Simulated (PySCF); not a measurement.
# How the method moves the HOMO and LUMO of `CN1C[SiH2]C1`

C3H9NSi.
Structure used (PBE0-D3(BJ)/def2-SVP), in Å, numbered top down from 1:
```xyz
14
C3H9NSi angstrom
C     -1.672    0.463   -0.073
N     -0.311    0.204   -0.443
C      0.200   -1.155   -0.255
Si     1.928   -0.369   -0.216
C      0.729    1.063    0.127
H     -2.348   -0.209   -0.624
H     -1.861    0.320    1.016
H     -1.944    1.499   -0.331
H     -0.082   -1.604    0.725
H     -0.092   -1.858   -1.053
H      2.628   -0.307   -1.532
H      2.893   -0.784    0.847
H      0.598    1.256    1.216
H      0.838    2.033   -0.386
```

Basis pcSseg-1 throughout (PySCF), one geometry. One conformer (not necessarily the lowest) at the PBE0-D3(BJ)/def2-SVP geometry, without solvent, vibrations or thermal averaging.

Problem. How do the orbital energies, the gap and the dipole change with the method?

Solution. 
```
   method                    kind  HOMO (eV)  LUMO (eV)  gap (eV)  μ (D)  SCF cycles
     BLYP                     GGA      -4.65      -0.28      4.37   0.49          14
     OPBE                     GGA      -4.75      -0.23      4.52   0.62          15
      PBE                     GGA      -4.76      -0.41      4.35   0.55          14
    B97-D                     GGA      -4.77      -0.27      4.50   0.54          14
      LDA                     LDA      -4.83      -0.62      4.21   0.57          13
     BP86                     GGA      -4.86      -0.46      4.41   0.55          13
      KT2                     GGA      -4.90      -0.51      4.38   0.51          15
      KT3                     GGA      -4.93      -0.43      4.49   0.52          14
    B97-2           global hybrid      -5.85       0.45      6.31   0.61          12
    B3LYP           global hybrid      -5.88       0.23      6.11   0.56          12
     PBE0           global hybrid      -6.10       0.44      6.54   0.62          12
 mPW1PW91           global hybrid      -6.13       0.47      6.60   0.63          12
BHandHLYP           global hybrid      -7.38       1.32      8.71   0.65          12
CAM-B3LYP  range-separated hybrid      -7.45       1.47      8.91   0.61          12
  wB97X-D  range-separated hybrid      -7.95       2.22     10.17   0.63          13
  LC-wPBE  range-separated hybrid      -8.76       2.64     11.40   0.71          13
       HF            Hartree–Fock      -9.46       3.57     13.03   0.76          10
```

The HOMO spans 4.81 eV, from BLYP down to HF, and the gap runs from 4.21 eV (LDA) to 13.03 eV (HF). Over the methods BLYP (0 %), OPBE (0 %), PBE (0 %), B97-D (0 %), LDA (0 %), BP86 (0 %), KT2 (0 %), KT3 (0 %), B97-2 (21 %), B3LYP (20 %), PBE0 (25 %), mPW1PW91 (25 %), BHandHLYP (50 %), HF (100 %), a straight line through the gap against the share of exact exchange rises by 0.86 eV for each 10 % (correlation coefficient 0.999). The dipole ranges from 0.49 D (BLYP) to 0.76 D (HF). This basis has no diffuse functions.
